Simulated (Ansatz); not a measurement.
The first iterations of a band of BCl2H2N + H2 (8 atoms, charge 0, multiplicity 1).

Method: RHF/def2-SVP (Ansatz 0.2.0).

| Item | Value |
| --- | --- |
| movable images | 9 |
| climbing image | yes |
| spring | 5.0 eV/Å² |
| optimiser | quadratic models (default) |
| start path | through a guess of the saddle point |
| force threshold | 0.03 eV/Å |
| iteration limit | 60 |
| end points | relaxed |

Initial state:

```xyz
8
Properties=species:S:1:pos:R:3
B 0.089 -0.600 0.288
N 0.100 -0.662 1.669
H -0.727 -0.829 2.204
H 0.935 -0.544 2.204
Cl 1.592 -0.302 -0.608
Cl -1.428 -0.819 -0.608
H -0.735 3.162 0.426
H -0.616 3.047 1.155
```

Final state:

```xyz
8
Properties=species:S:1:pos:R:3
B -0.032 0.479 0.071
N -0.146 0.293 1.686
H -0.315 -0.677 1.910
H 0.711 0.577 2.136
Cl 1.411 -0.579 -0.411
Cl -1.661 -0.125 -0.575
H 0.151 1.644 -0.139
H -0.909 0.841 2.053
```

| iteration | highest image above the first end (eV) | largest band force component (eV/Å) |
| --- | --- | --- |
| 1 | 5.310 | 6.175 |
| 2 | 3.600 | 2.733 |
| 3 | 3.206 | 7.616 |
| 4 | 2.495 | 1.894 |
| 5 | 2.043 | 1.093 |

Problem. Does the band converge within its limit, and where does its top end?

Solution. It converged. It ended after 15 iterations with the highest image 2.453 eV above the first end. Neighbouring images differ by up to 1.5 eV, so the band resolves the path poorly. A vibrational analysis at the climbing image gives one clearly imaginary mode, 1852i cm⁻¹: a first-order saddle point. The orbitals stay closed-shell, which can raise the energy where a bond breaks towards radicals; this wasn't checked here.

Time of the run: 2.4 min on 1 thread of Arm Neoverse V2, on a shared host, peak memory 0.15 GiB.
